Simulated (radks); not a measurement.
The numbers below are computed, except where a source is named.
Problem. Level of theory: Dirac Kohn-Sham, PBE, spin-unpolarised, spherical densities, point nucleus; open shells fill j = l - 1/2 first (a radial shooting solver on a logarithmic mesh with Libxc functionals). Each species is in its NIST ground configuration. Rank Ni4+, Pt4+, Pd4+ by Delta-SCF ionisation energy (eV), largest first.

Solution. Ni4+ 79.990, Pd4+ 65.185, Pt4+ 59.040.
